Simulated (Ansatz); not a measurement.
Two members of one family (GaP nanocrystals, H-capped), computed with Ansatz in the gas phase. Levels of anions in sets without diffuse functions are rough. The structures are stationary points that may keep the symmetry of their start.

First: Ga5P4H16⁻, cut from zinc blende (singlet, charge -1, PBE-D4/def2-SVP geometry).

```xyz
25

Ga   -1.764   -1.277    2.010
Ga   -2.121   -0.691   -1.948
Ga   -0.907    2.388    0.436
Ga    2.276    0.280    1.876
Ga    1.919    0.871   -2.081
P    -2.090    0.290    0.234
P     0.653   -1.537    1.849
P     0.279   -0.917   -2.303
P     1.364    1.623    0.120
H    -2.407   -2.697    1.688
H    -1.998   -0.600    3.428
H    -2.730   -2.161   -1.938
H    -2.587    0.358   -3.047
H    -1.064    2.921    1.927
H    -1.307    3.320   -0.789
H     2.076    0.971    3.293
H     3.684   -0.348    1.486
H     1.495    1.937   -3.180
H     3.357    0.193   -2.141
H    -3.467    0.656    0.412
H     1.048   -2.475    2.859
H     0.941   -2.378    0.726
H     0.463   -1.503   -3.597
H     0.740   -2.045   -1.547
H     2.146    2.822    0.228
```

| level | HOMO (eV) | LUMO (eV) | gap (eV) |
| --- | --- | --- | --- |
| PBE-D4/def2-SVP | -2.91 | 1.67 | 4.58 |
| PBE-D4/def2-TZVP | -3.00 | 1.31 | 4.31 |
| r2SCAN-D4/def2-TZVP | -3.27 | 1.43 | 4.70 |
| PBE0-D4/def2-SVP | -4.01 | 2.43 | 6.44 |
| PBE0-D4/def2-TZVP | -4.07 | 2.06 | 6.13 |

Second: Ga6P5H18⁻, cut from wurtzite (singlet, charge -1, PBE-D4/def2-SVP geometry).

```tsv
atom	x (Å)	y (Å)	z (Å)
Ga1	-2.951	0.495	0.162
P2	-1.032	1.962	0.314
P3	-0.352	-0.889	2.697
Ga4	0.370	1.327	2.100
Ga5	0.270	2.483	-1.659
P6	2.504	0.874	1.083
P7	-1.860	-1.500	-0.618
Ga8	-0.791	-2.732	1.124
Ga9	-0.686	-1.380	-2.723
P10	1.006	0.268	-2.237
Ga11	2.866	-0.479	-0.941
H12	-3.483	0.257	1.650
H13	-3.940	1.063	-0.944
H14	-1.537	3.217	0.790
H15	-1.513	-0.666	3.501
H16	0.521	-1.328	3.747
H17	0.508	2.266	3.369
H18	-0.702	3.059	-2.775
H19	1.527	3.347	-1.183
H20	3.078	2.169	0.900
H21	3.367	0.433	2.139
H22	-2.972	-2.355	-0.910
H23	-1.821	-3.663	1.902
H24	0.654	-3.256	0.762
H25	-1.676	-0.774	-3.812
H26	0.026	-2.779	-2.991
H27	1.633	0.482	-3.509
H28	2.739	-1.963	-0.414
H29	4.244	0.061	-1.523
```

Estimate how these quantities change from the first to the second (second minus first).


```csv
level,Δ HOMO (eV),Δ LUMO (eV),Δ gap (eV)
PBE-D4/def2-SVP,0.02,-0.15,-0.17
PBE-D4/def2-TZVP,0.02,-0.05,-0.07
r2SCAN-D4/def2-TZVP,0.02,-0.05,-0.08
PBE0-D4/def2-SVP,0.03,-0.18,-0.21
PBE0-D4/def2-TZVP,0.03,-0.06,-0.09
```
